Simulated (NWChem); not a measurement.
Program: NWChem. System: SSn, charge 0, spin multiplicity 1, at a geometry optimised with PBE0/def2-SVP with def2 effective core potentials on Sn. The structure started from a generated list of species. Level: RHF/def2-TZVPP with def2 effective core potentials on Sn.

Input file:

```
start mol
memory heap 200 mb stack 900 mb global 1100 mb
geometry units angstroms nocenter noautoz
  Sn     0.000000     0.000000     0.538800
  S      0.000000     0.000000    -1.683750
  symmetry group C2v
end
basis spherical
  * library def2-tzvpp
end
ecp
  Sn library def2-ecp
end
scf
  rhf
  nopen 0
  maxiter 100
  thresh 1e-7
  semidirect memsize 60000000 filesize 0
end
task scf energy
```

Output (cleaned and shortened):

```
             Northwest Computational Chemistry Package (NWChem) 7.3.0
             --------------------------------------------------------

                                NWChem Input Module
                                -------------------

 Scaling coordinates for geometry "geometry" by  1.889725989
 (inverse scale =  0.529177249)

 Turning off AUTOSYM since
 SYMMETRY directive was detected!

                             Geometry "geometry" -> ""
                             -------------------------

 Output coordinates in angstroms (scale by  1.889725989 to convert to a.u.)

  No.       Tag          Charge          X              Y              Z
 ---- ---------------- ---------- -------------- -------------- --------------
    1 Sn                  50.0000     0.00000000     0.00000000     0.53880000
    2 S                   16.0000     0.00000000     0.00000000    -1.68375000

 Effective nuclear repulsion energy (a.u.)     190.4757144720

            Nuclear Dipole moment (a.u.)
            ----------------------------
        X                 Y               Z
 ---------------- ---------------- ----------------
     0.0000000000     0.0000000000    -0.0000000000

      Symmetry information
      --------------------

 Group name             C2v
 Group number             16
 Group order               4
 No. of unique centers     2

      Symmetry unique atoms

     1    2


 Summary of "ao basis" -> "" (spherical)
 ------------------------------------------------------------------------------
       Tag                 Description            Shells   Functions and Types
 ---------------- ------------------------------  ------  ---------------------
 *                         def2-tzvpp                 on all atoms

 Summary of "ao basis" -> "ao basis" (spherical)
 ------------------------------------------------------------------------------
       Tag                 Description            Shells   Functions and Types
 ---------------- ------------------------------  ------  ---------------------
 Sn                        def2-tzvpp               16       50   6s5p3d2f
[...]
  ----- ------------  ---------------      ----- ------------  ---------------
    66      0.450818  2 S  py                69      0.334080  2 S  py
    63      0.199008  2 S  py                17      0.180709  1 Sn py
    57     -0.162194  2 S  py

 Vector   19  Occ=2.000000D+00  E=-3.476273D-01  Symmetry=b1
              MO Center=  1.2D-15, -4.8D-31, -1.3D+00, r^2= 2.2D+00
   Bfn.  Coefficient  Atom+Function         Bfn.  Coefficient  Atom+Function
  ----- ------------  ---------------      ----- ------------  ---------------
    65      0.450818  2 S  px                68      0.334080  2 S  px
    62      0.199008  2 S  px                16      0.180709  1 Sn px
    56     -0.162194  2 S  px

 Vector   20  Occ=0.000000D+00  E= 1.751576D-03  Symmetry=b1
              MO Center=  2.0D-15,  1.7D-30,  4.5D-01, r^2= 5.2D+00
   Bfn.  Coefficient  Atom+Function         Bfn.  Coefficient  Atom+Function
  ----- ------------  ---------------      ----- ------------  ---------------
    19      0.609511  1 Sn px                68     -0.363634  2 S  px
    16      0.352535  1 Sn px                10     -0.262810  1 Sn px
    13      0.221149  1 Sn px                65     -0.167635  2 S  px

 Vector   21  Occ=0.000000D+00  E= 1.751576D-03  Symmetry=b2
              MO Center=  2.7D-30, -3.2D-15,  4.5D-01, r^2= 5.2D+00
   Bfn.  Coefficient  Atom+Function         Bfn.  Coefficient  Atom+Function
  ----- ------------  ---------------      ----- ------------  ---------------
    20      0.609511  1 Sn py                69     -0.363634  2 S  py
    17      0.352535  1 Sn py                11     -0.262810  1 Sn py
    14      0.221149  1 Sn py                66     -0.167635  2 S  py

 Vector   22  Occ=0.000000D+00  E= 9.607279D-02  Symmetry=a1
              MO Center= -5.6D-15, -9.9D-16,  9.4D-01, r^2= 8.7D+00
   Bfn.  Coefficient  Atom+Function         Bfn.  Coefficient  Atom+Function
  ----- ------------  ---------------      ----- ------------  ---------------
    21      1.324742  1 Sn pz                55      0.557501  2 S  s
    18     -0.356209  1 Sn pz                 6     -0.287059  1 Sn s
     5     -0.189074  1 Sn s                 34      0.169732  1 Sn d  0
    70      0.160844  2 S  pz

 center of mass
 --------------
 x =   0.00000000 y =   0.00000000 z =   0.12221077

 moments of inertia (a.u.)
 ------------------
         443.676085356715           0.000000000000           0.000000000000
           0.000000000000         443.676085356715           0.000000000000
           0.000000000000           0.000000000000           0.000000000000

  Mulliken analysis of the total density
  --------------------------------------

    Atom       Charge   Shell Charges
 -----------   ------   -------------------------------------------------------
    1 Sn  22    21.40   0.29 -0.77  1.54  0.95  1.07  0.77 -0.40  6.36  0.50  0.75  0.20  8.95  1.04  0.13  0.02  0.00
    2 S   16    16.60   2.01  0.49  1.48  1.05  0.85  4.18  1.70  0.85  2.36  1.58  0.00  0.01  0.04  0.00

       Multipole analysis of the density wrt the origin
       ------------------------------------------------

     L   x y z        total         open         nuclear
     -   - - -        -----         ----         -------
     0   0 0 0      0.000000      0.000000     38.000000

     1   1 0 0     -0.000000      0.000000      0.000000
     1   0 1 0     -0.000000      0.000000      0.000000
     1   0 0 1      1.676562      0.000000    -28.509162

     2   2 0 0    -27.202129      0.000000      0.000000
     2   1 1 0      0.000000      0.000000      0.000000
     2   1 0 1      0.000000      0.000000      0.000000
     2   0 2 0    -27.202129      0.000000      0.000000
     2   0 1 1     -0.000000      0.000000      0.000000
     2   0 0 2    -32.693569      0.000000    184.791667

 Task  times  cpu:        1.0s     wall:        1.0s

 Total times  cpu:        1.0s     wall:        1.0s
```
